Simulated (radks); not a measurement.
Values are calculated unless marked as measured or tabulated.
Q: These are the eigenvalues of the occupied orbitals of an atom or ion with whole-number occupations (hartree). Code: a radial shooting solver on a logarithmic mesh with Libxc functionals. Model: Dirac Kohn-Sham, PBE, spin-unpolarised, spherical densities, finite nucleus; Fermi nuclear charge, rms radius of each element as measured or else 0.836 A^(1/3) + 0.57 fm.

| orbital | eigenvalue |
|---|---|
| 1s1/2 | -1314.661 |
| 2s1/2 | -206.3066 |
| 2p1/2 | -194.1032 |
| 2p3/2 | -181.1577 |
| 3s1/2 | -43.04355 |
| 3p1/2 | -37.94491 |
| 3p3/2 | -35.46406 |
| 3d3/2 | -26.50439 |
| 3d5/2 | -25.97772 |
| 4s1/2 | -8.27846 |
| 4p1/2 | -6.44867 |
| 4p3/2 | -5.94268 |
| 4d3/2 | -2.96763 |
| 4d5/2 | -2.88367 |
| 5s1/2 | -1.17226 |
| 5p1/2 | -0.72778 |
| 5p3/2 | -0.66723 |

Which element is it, and in what charge state? The configuration may be excited. Open shells, if any, fill j = l - 1/2 first.

A: Z = 55, caesium, charge +1: Cs+ in [Xe]. The list shows which subshells hold electrons but not how many an open one holds; the 1s level, -1314.7 hartree, gives Z - s = 51.3 by -(Z - s)^2/2, which with screening and relativity narrows Z to a few neighbours, and the depths of the outer levels then fix element, charge and occupations together.
